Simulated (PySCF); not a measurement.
SMILES C(/S)=C/O (C2H4OS) (PBE0/def2-SVP optimised geometry):

```
8

O      1.464    -1.014     0.000
C      0.136    -1.014     0.000
C     -0.653     0.077     0.000
S      0.089     1.681    -0.108
H      1.740    -0.077    -0.015
H     -0.290    -2.023     0.001
H     -1.740    -0.018    -0.014
H      0.040     2.023     1.204
```

Method: PySCF 2.14.0 with PBE0/def2-TZVP.

Q: What are the frontier orbital energies and the dipole moment?

A: HOMO-2 -9.97 eV, HOMO-1 -7.54 eV, HOMO -6.94 eV, LUMO -0.10 eV, LUMO+1 0.95 eV; dipole moment 1.01 D.

Meta-Löwdin charges at PBE0/def2-TZVP: O1 -0.44, C2 0.13, C3 -0.34, S4 -0.06, H5 0.35, H6 0.14, H7 0.14, H8 0.10.
